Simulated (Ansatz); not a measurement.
Complex (SMILES): N (NH3) with F (HF), atoms 1 to 4 the first; geometry from B3LYP-D3(BJ)/def2-TZVP, monomers rigid:
```xyz
6

N     -0.5698    -0.2403    -0.1194
H     -0.4344     0.5969    -0.6751
H     -0.4917     0.0187     0.8578
H      0.1864    -0.8813    -0.3329
F     -2.9138    -1.3411    -0.6221
H     -2.0588    -0.9396    -0.4388
```

Interaction energy at HF with Ansatz (a first-principles code), kcal/mol, without and with the counterpoise correction (monomers among the partner's ghost functions). Cartesian d functions, on some or all atoms, in 6-31G*; all else is spherical. No added dispersion term, no relativity. Reference, counterpoise-corrected: the value in aug-pcseg-3, -11.65.

| basis | functions | uncorrected |
|---|---|---|
| pcseg-0 | 26 | -18.81 |
| 6-31G* | 38 | -13.20 |
| def2-SVP | 48 | -14.15 |
| def2-SVPD | 75 | -12.92 |
| aug-pcseg-1 | 82 | -12.72 |
| def2-TZVP | 86 | -12.23 |
| def2-TZVPD | 113 | -11.74 |
| 6-311++G(3df,3pd) | 150 | -12.10 |
| cc-pVQZ | 230 | -11.98 |
| def2-QZVPP | 234 | -11.74 |
| cc-pV5Z | 402 | -11.70 |
| pcseg-4 | 446 | -11.65 |

Question: How large is the counterpoise correction in each set?

Answer: pcseg-0 3.22, 6-31G* 1.10, def2-SVP 2.40, def2-SVPD 0.89, aug-pcseg-1 1.04, def2-TZVP 0.62, def2-TZVPD 0.17, 6-311++G(3df,3pd) 0.49, cc-pVQZ 0.50, def2-QZVPP 0.14, cc-pV5Z 0.10, pcseg-4 0.01 kcal/mol. The corrected value lies nearer the reference in 11 of 12 rows.
